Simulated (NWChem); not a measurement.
System: CdBrCl; SMILES [Cl][Cd][Br]

The following NWChem deck was run.

```
start job
memory heap 200 mb stack 900 mb global 1100 mb
geometry units angstroms noautosym nocenter noautoz
  Cd    -0.252559     0.341616     0.000000
  Cl    -0.662835     2.584644     0.000000
  Br     0.179923    -2.020890     0.000000
end
basis spherical
  * library def2-svpd
end
ecp
  Cd library def2-ecp
end
dft
  xc xpbe96 cpbe96
  iterations 150
end
property
  response 1 0.0
end
task dft property
```

NWChem printed, in part:

```
             Northwest Computational Chemistry Package (NWChem) 7.3.0
             --------------------------------------------------------

                             Geometry "geometry" -> ""
                             -------------------------

 Output coordinates in angstroms (scale by  1.889725989 to convert to a.u.)

  No.       Tag          Charge          X              Y              Z
 ---- ---------------- ---------- -------------- -------------- --------------
    1 Cd                  48.0000    -0.25255900     0.34161600     0.00000000
    2 Cl                  17.0000    -0.66283500     2.58464400     0.00000000
    3 Br                  35.0000     0.17992300    -2.02089000     0.00000000

 Effective nuclear repulsion energy (a.u.)     626.7705975722

                                 NWChem DFT Module
                                 -----------------

 Summary of "ao basis" -> "ao basis" (spherical)
 ------------------------------------------------------------------------------
       Tag                 Description            Shells   Functions and Types
 ---------------- ------------------------------  ------  ---------------------
 Cd                        def2-svpd                12       34   5s4p2d1f
 Cl                        def2-svpd                11       27   5s4p2d
 Br                        def2-svpd                15       41   6s5p4d

            General Information
            -------------------
          SCF calculation type: DFT
          Wavefunction type:  closed shell.
          No. of atoms     :     3
          No. of electrons :    72
           Alpha electrons :    36
            Beta electrons :    36
          Charge           :     0
          Spin multiplicity:     1
          Use of symmetry is: off; symmetry adaption is: off
          Maximum number of iterations: 150
          AO basis - number of functions:   102
                     number of shells:    38
          Convergence on energy requested:  1.00D-06
          Convergence on density requested:  1.00D-05
          Convergence on gradient requested:  5.00D-04

              XC Information
              --------------
          PerdewBurkeErnzerhof Exchange Functional  1.000
            Perdew 1991 LDA Correlation Functional  1.000 local
           PerdewBurkeErnz. Correlation Functional  1.000 non-local

             Grid Information
             ----------------
          Grid used for XC integration:  medium
          Radial quadrature: Mura-Knowles
          Angular quadrature: Lebedev.
          Tag              B.-S. Rad. Rad. Pts. Rad. Cut. Ang. Pts.
          ---              ---------- --------- --------- ---------
          Cd                  1.55      123          12.0       590
          Cl                  1.00       88          15.0       590
          Br                  1.15      112          15.0       590
          Grid pruning is: on
          Number of quadrature shells:   323
          Spatial weights used:  Erf1

      Superposition of Atomic Density Guess
      -------------------------------------

 Sum of atomic energies:       -3223.39130711

      Non-variational initial energy
      ------------------------------

 Total energy =   -3198.567416
 1-e energy   =   -5113.326425
 2-e energy   =    1614.375983
 HOMO         =      -0.402415
 LUMO         =      -0.071473

   convergence    iter        energy       DeltaE   RMS-Dens  Diis-err
 ---------------- ----- ----------------- --------- --------- ---------
 d= 0,ls=0.0,diis     1  -3201.0983578702 -3.50D+03  1.91D-02  5.83D-01
 d= 0,ls=0.0,diis     2  -3201.0020504146  9.63D-02  1.28D-02  1.06D+00
 d= 0,ls=0.0,diis     3  -3201.1533984404 -1.51D-01  2.91D-03  8.70D-02
 d= 0,ls=0.0,diis     4  -3201.1652464147 -1.18D-02  6.36D-04  5.51D-03
 d= 0,ls=0.0,diis     5  -3201.1657105726 -4.64D-04  2.96D-04  2.79D-04
  Resetting Diis
 d= 0,ls=0.0,diis     6  -3201.1657378161 -2.72D-05  1.10D-04  1.19D-04
 d= 0,ls=0.0,diis     7  -3201.1657588955 -2.11D-05  3.23D-05  1.45D-06
 d= 0,ls=0.0,diis     8  -3201.1657586532  2.42D-07  2.03D-05  2.86D-06
 d= 0,ls=0.0,diis     9  -3201.1657591117 -4.58D-07  4.03D-06  1.75D-07

         Total DFT energy =    -3201.165759111662
      One electron energy =    -5112.681977972654
           Coulomb energy =     1745.561148176018
    Exchange-Corr. energy =     -134.427954575596
 Nuclear repulsion energy =      300.383025260570

 Numeric. integr. density =       72.000000550439

                       DFT Final Molecular Orbital Analysis
                       ------------------------------------

 Vector   34  Occ=2.000000D+00  E=-2.884657D-01
              MO Center= -5.2D-01,  1.8D+00, -6.3D-07, r^2= 4.0D+00
   Bfn.  Coefficient  Atom+Function         Bfn.  Coefficient  Atom+Function
  ----- ------------  ---------------      ----- ------------  ---------------
    46      0.536030  2 Cl px                43      0.421430  2 Cl px
    40      0.243919  2 Cl px                77      0.210910  3 Br px
    74      0.196296  3 Br px                71     -0.130550  3 Br px
    47      0.098032  2 Cl py                49      0.093547  2 Cl px
    44      0.077076  2 Cl py                18     -0.072400  1 Cd d -2

 Vector   35  Occ=2.000000D+00  E=-2.703326D-01
              MO Center=  3.5D-02, -1.2D+00, -1.2D-06, r^2= 4.4D+00
   Bfn.  Coefficient  Atom+Function         Bfn.  Coefficient  Atom+Function
  ----- ------------  ---------------      ----- ------------  ---------------
    77      0.418704  3 Br px                74      0.395062  3 Br px
    79      0.298622  3 Br pz                76      0.281760  3 Br pz
    71     -0.260215  3 Br px                46     -0.195745  2 Cl px
    73     -0.185587  3 Br pz                43     -0.155717  2 Cl px
    48     -0.139600  2 Cl pz                18      0.128459  1 Cd d -2

 Vector   36  Occ=2.000000D+00  E=-2.703326D-01
              MO Center=  3.5D-02, -1.2D+00,  1.2D-06, r^2= 4.4D+00
   Bfn.  Coefficient  Atom+Function         Bfn.  Coefficient  Atom+Function
  ----- ------------  ---------------      ----- ------------  ---------------
    79      0.425664  3 Br pz                76      0.401630  3 Br pz
    77     -0.293739  3 Br px                74     -0.277153  3 Br px
    73     -0.264541  3 Br pz                48     -0.198990  2 Cl pz
    71      0.182552  3 Br px                45     -0.158298  2 Cl pz
    46      0.137323  2 Cl px                19      0.135119  1 Cd d -1

 Vector   37  Occ=0.000000D+00  E=-1.202654D-01
              MO Center= -2.3D-01,  1.9D-01, -2.4D-08, r^2= 5.5D+00
   Bfn.  Coefficient  Atom+Function         Bfn.  Coefficient  Atom+Function
  ----- ------------  ---------------      ----- ------------  ---------------
     5      0.830301  1 Cd s                  4      0.628941  1 Cd s
    78     -0.371302  3 Br py                 2     -0.354612  1 Cd s
    47      0.341511  2 Cl py                75     -0.282034  3 Br py
    44      0.229817  2 Cl py                39     -0.215774  2 Cl s
    22     -0.204911  1 Cd d  2              65     -0.199024  3 Br s

 Vector   38  Occ=0.000000D+00  E=-5.278754D-02
              MO Center= -2.4D-01,  2.7D-01,  7.2D-05, r^2= 5.0D+00
   Bfn.  Coefficient  Atom+Function         Bfn.  Coefficient  Atom+Function
  ----- ------------  ---------------      ----- ------------  ---------------
    14      0.633024  1 Cd pz                11      0.286193  1 Cd pz
    12      0.278723  1 Cd px                 8     -0.248620  1 Cd pz
    79     -0.197552  3 Br pz                48     -0.179205  2 Cl pz
    17      0.142628  1 Cd pz                76     -0.137449  3 Br pz
     9      0.126013  1 Cd px                45     -0.117336  2 Cl pz

 Vector   39  Occ=0.000000D+00  E=-5.278754D-02
              MO Center= -2.4D-01,  2.7D-01, -7.2D-05, r^2= 5.0D+00
   Bfn.  Coefficient  Atom+Function         Bfn.  Coefficient  Atom+Function
  ----- ------------  ---------------      ----- ------------  ---------------
    12      0.622679  1 Cd px                14     -0.283354  1 Cd pz
     9      0.281519  1 Cd px                 6     -0.244560  1 Cd px
    77     -0.194312  3 Br px                46     -0.176289  2 Cl px
    15      0.140300  1 Cd px                74     -0.135195  3 Br px
    11     -0.128106  1 Cd pz                43     -0.115427  2 Cl px

     Multipole analysis of the density
     ---------------------------------

     L   x y z        total         alpha         beta         nuclear
     -   - - -        -----         -----         ----         -------
     0   0 0 0     -0.000000    -36.000000    -36.000000     72.000000

     1   1 0 0      0.032903      9.485934      9.485934    -18.938966
     1   0 1 0     -0.180862     18.768923     18.768923    -37.718708
     1   0 0 1      0.000000      0.000000      0.000000      0.000000

     2   2 0 0    -38.360948    -36.817434    -36.817434     35.273920
     2   1 1 0      1.466614     78.539651     78.539651   -155.612688
     2   1 0 1      0.000000      0.000000      0.000000      0.000000
     2   0 2 0    -45.742209   -485.039037   -485.039037    924.335864
     2   0 1 1     -0.000000     -0.000000     -0.000000      0.000000
     2   0 0 2    -38.080878    -19.040439    -19.040439      0.000000

[...]

 DFT Linear Response polarizability / au
 Frequency  =       0.0000000 / au
              X              Y              Z
 -----------------------------------------------
 X      53.7297881     -9.4428369     -0.0000010
 Y      -9.4428242    103.6038697      0.0000023
 Z      -0.0000010      0.0000023     52.0018121
 -----------------------------------------------
 Eigenvalues =      52.0018109    105.3318467     52.0018123
 Isotropic   =      69.7784900
 Anisotropic =      53.3300351
 -----------------------------------------------

 Magnetic Dipole Response Matrix (nonzero elements):

 Exiting AOResponse driver routine
```

Level: PBE/def2-SVPD with def2 effective core potentials on Cd. Geometry: optimised at PBE0/def2-SVP. No frequency run checked for a minimum. def2 effective core potentials on Cd; no spin-orbit coupling.
